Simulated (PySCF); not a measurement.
InEt2F, C4H10FIn.
SMILES: `C[CH2][In]([F])[CH2]C`

Computed, not measured: TDDFT CAM-B3LYP/def2-SVPD, vertical, gas phase, core orbitals frozen in the response, def2 core potentials past Kr (PySCF 2.14.0, density-fitted response routines). One conformer (not necessarily the lowest) at the PBE0-D3(BJ)/def2-SVP geometry, without solvent, vibrations or thermal averaging. Spin–orbit coupling is left out.

Orbital energies (eV): HOMO-3 -11.02, HOMO-2 -10.99, HOMO-1 -9.97, HOMO -8.41, LUMO -0.28, LUMO+1 -0.02, LUMO+2 1.10.

Lowest singlets, with some entries withheld (?).

```json
{"state": "S1", "E (eV)": "4.77", "f": "0.0001", "main configurations (H = HOMO, L = LUMO)": "H→L (96%)"}
{"state": "S2", "E (eV)": "?", "f": "?", "main configurations (H = HOMO, L = LUMO)": "?"}
{"state": "S3", "E (eV)": "?", "f": "?", "main configurations (H = HOMO, L = LUMO)": "?"}
{"state": "S4", "E (eV)": "6.53", "f": "0.0060", "main configurations (H = HOMO, L = LUMO)": "H→L+2 (73%), H-1→L (18%)"}
{"state": "S5", "E (eV)": "7.00", "f": "0.029", "main configurations (H = HOMO, L = LUMO)": "H-1→L+1 (69%), H→L+4 (19%)"}
{"state": "S6", "E (eV)": "7.27", "f": "0.0007", "main configurations (H = HOMO, L = LUMO)": "H-2→L (80%), H-3→L (12%)"}
{"state": "S7", "E (eV)": "7.48", "f": "0.0019", "main configurations (H = HOMO, L = LUMO)": "H-3→L (42%), H→L+4 (29%)"}
{"state": "S8", "E (eV)": "7.63", "f": "0.239", "main configurations (H = HOMO, L = LUMO)": "H→L+4 (38%), H→L+3 (24%), H-3→L (12%)"}
{"state": "S9", "E (eV)": "7.68", "f": "0.202", "main configurations (H = HOMO, L = LUMO)": "H→L+3 (50%), H-3→L (16%), H-1→L+1 (10%)"}
{"state": "S10", "E (eV)": "7.82", "f": "0.012", "main configurations (H = HOMO, L = LUMO)": "H-2→L+1 (58%), H-2→L+2 (17%)"}
```

Question: Supply the missing values.

Answer: 
- S2: E = 5.85 eV; f = 0.312; H→L+1 (94%)
- S3: E = 6.50 eV; f = 0.024; H-1→L (76%), H→L+2 (19%)

Question: Which level carries the most intensity, and what share of the listed sum of f?

Answer: S2, with f = 0.312 of 0.827, 38%.

Question: What is the mean static polarisability from the same response equations?

Answer: 86.6 au (12.84 Å³), with principal values 66.2, 79.0 and 114.6 au.

Question: How far apart are S8 and S10, in eV and cm⁻¹?

Answer: 7.819 − 7.633 = 0.186 eV, or about 1500 cm⁻¹.

The vertical ionisation energy (ΔSCF) is 9.11 eV, 1.29 eV above S10.

Hardware: an Intel Xeon at 2.50 GHz with one thread (shared host). Cost: 6.3 min (grids of density and orbitals included), 1.3 GiB resident at most.
